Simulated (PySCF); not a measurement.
A GIAO shielding run with PySCF 2.14.0 with density-fitted response routines (density fitting, non-relativistic, gas phase) on `CC(C)[Si@H](C)C[SiH3]`, C$_{5}$H$_{16}$Si$_{2}$:

```
$ OMP_NUM_THREADS=1 python probes_run.py task.json out

{"job": {"kind": "nmr", "xc": "PBE0", "basis": "pcSseg-1"}, "charge": 0, "multiplicity": 1}
C     -1.002852    -0.693288     1.397926
C     -0.806498     0.513909     0.482368
C     -2.139666     1.067057    -0.018750
Si     0.368801     0.134325    -0.960665
C     -0.390532    -1.125912    -2.135531
C      2.028026    -0.504157    -0.323845
Si     2.901253     0.585390     0.932669
H     -0.052742    -1.050248     1.824742
H     -1.463850    -1.538138     0.859999
H     -1.668554    -0.448067     2.242806
H     -0.303479     1.308747     1.065511
H     -2.005661     1.955587    -0.655926
H     -2.690122     0.316087    -0.609429
H     -2.792816     1.357121     0.821699
H      0.611977     1.413139    -1.707485
H      0.313700    -1.377959    -2.943475
H     -1.309544    -0.736625    -2.600231
H     -0.643972    -2.058776    -1.607545
H      2.699231    -0.640604    -1.189853
H      1.883122    -1.504565     0.120861
H      4.240623     0.028068     1.299869
H      2.093660     0.699143     2.187555
H      3.102661     1.963613     0.386019
```

Hardware: 1 thread of an Arm Neoverse V1, shared host. The job also computes population analyses, field gradients.

(1) How large is the calculation?

(2) How long does it take, and how much memory does it need?

(3) And these other runs on the same molecule and hardware: GIAO shielding at HF/pcSseg-1?

## Answers

(1) 74 electrons, 213 basis functions and 1149 auxiliary functions.

(2) 48 s of wall time, with 12 SCF cycles and 4 response iterations; peak memory 1 GiB. Times on a shared host scatter by some tens of per cent.

(3) HF/pcSseg-1: 213 functions, 19 s.
